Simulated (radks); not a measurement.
Se4+, configuration [Ar] 3d10 4s2 (the NIST ground configuration). Calculated with a radial shooting solver on a logarithmic mesh with Libxc functionals: Dirac Kohn-Sham, BLYP, spin-unpolarised, spherical densities, point nucleus.

Radial electron density D(r) = 4 pi r^2 rho(r):

r (bohr)  D(r) (e/bohr)
0.001921          1.333
0.002501          2.138
0.003256          3.386
0.00424           5.281
0.005477          7.972
0.007132          11.88
0.009287          17.12
0.01209           23.62
0.01575           30.80
0.0205            37.40
0.0267            41.58
0.03477           41.81
0.04527           38.40
0.05848           34.80
0.07614           35.64
0.09915           42.52
0.1291            49.17
0.1681            46.33
0.2189            34.49
0.285             26.46
0.3712            29.39
0.4833            32.79
0.6243            26.40
0.8129            14.53
1.059             6.299
1.378             2.966
1.795             1.469
2.337            0.4901
3.043           0.08094
3.963          0.005063

D(r) has 3 maxima, at r = 0.0308, 0.139, 0.472 bohr, and minima at 0.0649, 0.299 bohr, inside which lie 2.09, 11.04 electrons.
